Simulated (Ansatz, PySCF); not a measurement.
Process, species as SMILES: OB(O)C(F)(F)F [trifluoromethylboronic acid] + 6 [H][H] (H2) -> B (BH3) + C (CH4) + 3 F (HF) + 2 O (H2O)
Geometries: B3LYP-D3(BJ)/def2-TZVP minima from Ansatz (a quantum-chemistry and plane-wave program), one conformer each, not searched for the lowest. Frequencies are from Ansatz or PySCF.
Geometry of the first species:
```
B
O 1 1.3477
H 2 0.9645 1 113.90
O 1 1.3540 2 122.50 3 0.00
H 4 0.9637 1 114.23 2 -180.00
C 1 1.6186 2 117.04 3 180.00
F 6 1.3500 1 112.65 2 -60.75
F 6 1.3500 7 107.26 1 -124.51
F 6 1.3669 7 106.48 8 -113.69
```

Wanted: energy of full hydrogenation (enthalpy at 298 K, with B3LYP-D3(BJ) rigid-rotor harmonic-oscillator terms), in kcal/mol. Valence correlation only, unless marked. Spin-orbit coupling is left out. No relativistic terms. Basis-set limits of correlation are two-point, X^-3; Hartree-Fock from the larger set.

CCSD(T)/CBS(cc-pVTZ,cc-pVQZ) (Ansatz) gives 14.0 kcal/mol.

Question: Another calculation gave 14.7 kcal/mol. Which level was it?
A) r2SCANh/def2-TZVPD (Ansatz)
B) SVWN5/def2-TZVPD (Ansatz)
C) revPBE/def2-TZVPD (Ansatz)
D) r2SCAN0/def2-TZVPD (Ansatz)

Answer: C, revPBE/def2-TZVPD (Ansatz). The others give 20.7 (r2SCAN0), 32.1 (SVWN5), 24.8 (r2SCANh) kcal/mol.
